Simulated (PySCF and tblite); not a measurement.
The numbers below are computed, except where a source is named.
C₅H₁₀Cl₂Si, numbered as in [Cl:1][C@H:2]1[CH2:3][CH2:4][Si@H:5]([Cl:6])[CH2:7][CH2:8]1.

Level: B3LYP-D3(BJ)/pcSseg-1 (IEF-PCM, dimethylsulfoxide)//GFN2-xTB, thermal terms from GFN2-xTB, symmetry numbers and mirror pairs counted. Conformers within 2.5 kcal/mol (GFN2-xTB free energy) were kept, 5 at most. GIAO shieldings: B3LYP/pcSseg-1 (IEF-PCM, dimethylsulfoxide). Shifts are against TMS (¹H), TMS (¹³C), TMS (²⁹Si) at the same level; of two unlike H on one atom, a is the less shielded. (PySCF 2.14, tblite 0.8.)

Problem. Predict the averaged NMR shifts at 298.15 K.

Solution. ¹H: 5.05 (H5, 1H), 4.56 (H2, 1H), 2.23 (H3a/H8a, 2H), 2.22 (H3b/H8b, 2H), 1.54 (H4a/H7a, 2H), 0.99 (H4b/H7b, 2H) ppm. ¹³C: 71.5 (C2), 36.3 (C3/C8), 16.1 (C4/C7) ppm. ²⁹Si: 1.4 (Si5) ppm.

Problem. How do the conformers differ?

Solution. The 6-ring runs over atoms 2–3–4–5–7–8.
| conformer | shape | weight % |
| --- | --- | --- |
| 1 | 6-ring chair (Cl1, Cl6 axial) | 82.1 |
| 2 | 6-ring chair (all substituents equatorial) | 17.9 |

| signal | 1 | 2 | average |
| --- | --- | --- | --- |
| H2 | 4.69 | 3.98 | 4.56 |
| H3a/H8a | 2.18 | 2.45 | 2.23 |
| H3b/H8b | 2.31 | 1.79 | 2.22 |
| H4a/H7a | 1.55 | 1.49 | 1.54 |
| H4b/H7b | 0.94 | 1.19 | 0.99 |
| H5 | 5.06 | 5.02 | 5.05 |
| C2 | 71.5 | 71.8 | 71.5 |
| C3/C8 | 35.1 | 41.7 | 36.3 |
| C4/C7 | 14.9 | 21.5 | 16.1 |
| Si5 | 1.6 | 0.9 | 1.4 |

Problem. Which signal moves most, for its nucleus, between 250 and 350 K through the change of populations alone?

Solution. H2: 4.60 ppm at 250 K, 4.56 ppm at 298.15 K, 4.53 ppm at 350 K.

Unscaled ²⁹Si shifts at such levels can be off by tens of ppm; differences between conformers or isomers are more reliable. Shifts are unscaled: against experiment ¹³C can be off by 15 ppm or more and ¹H by 0.8 ppm.


Conformer gaps in pcSseg-1 on xTB geometries can be 2 kcal/mol off for S=O, P=O and other polar bonds.